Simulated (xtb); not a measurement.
Bi(F)2(OMe) (CH3BiF2O), SMILES C[O][Bi]([F])[F]. All values are semi-empirical tight-binding results from xtb (GFN2-xTB unless named), good for trends rather than for accurate numbers. Geometry: GFN2-xTB. The values are those of a single conformer.

Optimised geometry:

Bonded distances (Å): Bi1–F2 2.044, Bi1–F3 2.043, Bi1–O4 2.030, O4–C5 1.414, C5–H6 1.090, C5–H7 1.092, C5–H8 1.092. Angles (°): F2–Bi1–F3 89.6, F2–Bi1–O4 92.7, F3–Bi1–O4 92.7, Bi1–O4–C5 118.3, O4–C5–H6 106.8, O4–C5–H7 110.8, O4–C5–H8 110.8, H6–C5–H7 109.8, H6–C5–H8 109.8, H7–C5–H8 108.8.
Charge 0, spin multiplicity 1.

For metal compounds this method's bond lengths and energies can be far off.

Computed properties:
* **point group as xtb finds it**: Cs
* **orbital gap**: 5.99 eV
* **zero-point energy**: 26.9 kcal/mol
* **G − E(el) at 298.15 K (modified RRHO)**: 5.6 kcal/mol

Computed atomic charges and the Wiberg bond orders between heavy atoms:
charges (e) Bi1 1.12, F2 -0.43, F3 -0.43, O4 -0.47, C5 0.04, H6 0.06, H7 0.05, H8 0.05. Bond orders Bi1–F2 0.79, Bi1–F3 0.79, Bi1–O4 0.93, O4–C5 0.98.
